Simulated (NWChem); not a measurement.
# Si2NH5ClF; SMILES [Si@](F)(Cl)(N)[SiH3]

```xyz
10

N      1.3778     0.3990     1.3255
Si     0.3207     0.1180     0.0196
F      1.0131     0.3517    -1.4370
Si    -0.5590    -2.0418     0.0358
Cl    -1.1699     1.5412     0.1470
H      1.5744     1.3390     1.6519
H      2.1233    -0.2498     1.5505
H     -1.4116    -2.2205     1.2485
H     -1.3787    -2.2687    -1.1907
H      0.5545    -3.0403     0.0735
```
Atoms are numbered in this order, from 1.

Results from NWChem. Pople sets run with spherical d functions. Geometry: optimised at PBE0/def2-SVP. B3LYP is NWChem's, with the RPA form of VWN correlation. GIAO values for the isolated, static molecule; σ is the absolute isotropic shielding, δ = σ(reference) − σ with the isolated reference molecule computed at the same levels (19F: trichlorofluoromethane, 1H: tetramethylsilane, 15N: ammonia, 29Si: tetramethylsilane).

| level | δ N1 (ppm) | δ Si2 (ppm) | δ F3 (ppm) | δ Si4 (ppm) | σ Cl5 (ppm) | δ H6 (ppm) | δ H7 (ppm) |
|---|---|---|---|---|---|---|---|
| Hartree-Fock/6-31G* | 24.9 | 9.5 | -59.7 | -71.9 | 967.5 | 1.36 | 1.00 |
| B3LYP/6-311G** | 53.9 | 3.8 | -94.5 | -108.7 | 861.9 | 1.54 | 1.32 |
| PBE/pcSseg-1 | 57.0 | 2.8 | -94.4 | -116.2 | 845.7 | 1.70 | 1.45 |
| KT2/pcSseg-1 | 55.0 | 3.3 | -98.1 | -113.1 | 853.3 | 1.78 | 1.53 |
| PBE0/pcSseg-1 | 50.4 | 3.3 | -88.5 | -109.3 | 876.6 | 1.73 | 1.46 |
